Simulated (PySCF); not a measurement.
Al(All)(Cl)(H) (C3H6AlCl), SMILES C([CH2][AlH][Cl])=C. Atoms are numbered in the order given.

```xyz
11

Al     0.6970     0.0103     0.4353
C     -0.2176    -1.7196     0.1699
C     -0.5857    -1.1284    -1.1434
C      0.2793    -0.8567    -2.1532
H     -1.0719    -1.9948     0.7972
H      0.5220    -2.5310     0.1050
H     -1.6009    -0.7192    -1.2264
H      1.3060    -1.2378    -2.1527
H     -0.0426    -0.3003    -3.0361
Cl    -0.4275     1.6891     1.0846
H      2.2376     0.1617     0.1756
```

Geometry: B3LYP-D3(BJ)/def2-SVP. The structure was generated by enumeration; whether it is a known compound was not checked. The values are those of a single conformer.

These are PBE/pcSseg-1 (PySCF) values and carry that method's errors.

GIAO shieldings, no solvent; atoms listed in one row are averaged. δ = σ(ref) − σ: ¹³C against TMS (σ = 182.0 ppm); ¹H against TMS (σ = 31.49 ppm); ³⁵Cl against HCl (σ = 936.5 ppm), references at their B3LYP-D3(BJ)/def2-TZVP geometries, non-relativistic (without spin–orbit terms, shifts of atoms bonded to Cl or Br come out too high).

Computed chemical shifts:
| nucleus | atoms | count | δ (ppm) |
|---|---|---|---|
| ¹³C | C3 | 1 | 142.9 |
| ¹³C | C4 | 1 | 118.9 |
| ¹³C | C2 | 1 | 29.9 |
| ¹H | H7 | 1 | 6.64 |
| ¹H | H9 | 1 | 5.70 |
| ¹H | H8 | 1 | 5.31 |
| ¹H | H11 | 1 | 4.56 |
| ¹H | H5 | 1 | 2.47 |
| ¹H | H6 | 1 | 2.10 |
| ³⁵Cl | Cl10 | 1 | -12.7 |
